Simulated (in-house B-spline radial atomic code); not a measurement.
The numbers below are computed, except where a source is named.
Impurity-limited mobility of n-type InAs at n = 1.7849e16 cm⁻³, compensation 0.2

For InAs the NSM archive of the Ioffe Institute lists m* = 0.023 m0 and ε = 15.15.

One parabolic, isotropic band at zero temperature, uniform dielectric constant, impurities scattering independently, no phonons and no central-cell term; real bands flatten as E_F rises, which lowers the mobility at the highest densities. In effective units each ion is a point charge Z in an electron gas; its screened potential is solved self-consistently in the LDA with open boundaries (B-splines, partial waves to l = 16), which gives the phase shifts δ_l at the Fermi level.

(1) Put the electron gas into effective units.

Self-consistent phase shifts (rad):

```csv
l,"donor, Z = +1","acceptor, Z = −1"
0,0.4728,-0.4095
1,0.1500,-0.1501
2,0.0571,-0.0611
3,0.0236,-0.0261
4,0.0102,-0.0115
5,0.0045,-0.0051
6,0.0020,-0.0023
7,0.0009,-0.0011
8,0.0004,-0.0005
```

With all partial waves the Friedel sums are 1.000 and -1.001, and Σ (l + 1) sin²(δ_l − δ_(l+1)) is 0.12214 for the donor and 0.08638 for the acceptor. The screened donor binds no level.

(2) Find the transport cross sections, and compare them with the Born approximation for Thomas-Fermi screening (Brooks-Herring).

(3) With N_A/N_D = 0.2 and n = N_D − N_A, what are the mobility and the resistivity?

Answers

(1) a* = 0.0529177 nm × 15.15/0.023 = 34.86 nm and Ha* = 27211.386 meV × 0.023/15.15² = 2.727 meV. From 4π (r_s a*)³/3 = 1/n, r_s = 0.681. Then k_F = 1.91916/r_s = 2.8181 per a*, E_F = k_F²/2 = 3.9710 Ha* = 10.8 meV, and Mott's number n^(1/3) a* = 0.911.

(2) σ_tr = (4π/k_F²) × sum: 0.1933 a*² for the donor and 0.1367 a*² for the acceptor. Thomas-Fermi gives q_s² = 4k_F/π = 3.5882, so b = 4k_F²/q_s² = 8.853, and σ_Born = (2π/k_F⁴)(ln(1 + b) − b/(1 + b)) = 0.09962 × 1.3893 = 0.1384 a*² for either sign. The donor scatters 1.40 times and the acceptor 0.99 times as much. Two things differ from Brooks-Herring. First order with Lindhard's response and the LDA kernel gives 1.23 times σ_Born for either sign: screening weakens at large momentum transfer, and the exchange-correlation potential of the screening charge adds to the ion's own, which is the larger part in a thin gas. Higher orders then split the signs, leaving the donor at 1.14 and the acceptor, which keeps the electrons out, at 0.80 of that.

(3) N_D = 2.23e16 and N_A = 4.46e15 cm⁻³. μ = e/(ħ k_F Σ N σ_tr), with e/ħ = 15.193 cm²/(V·s) per nm². Here k_F = 0.08085 nm⁻¹, a*² = 1215 nm², 1 cm⁻³ = 1e-21 nm⁻³, and Σ N σ_tr = 0.00598 nm⁻¹, a mean free path of 167 nm. So μ = 31400 cm²/(V·s) and ρ = 1/(n e μ) = 0.0111 Ω·cm. Brooks-Herring would give 41700 cm²/(V·s). k_F times the mean free path is 13.5.
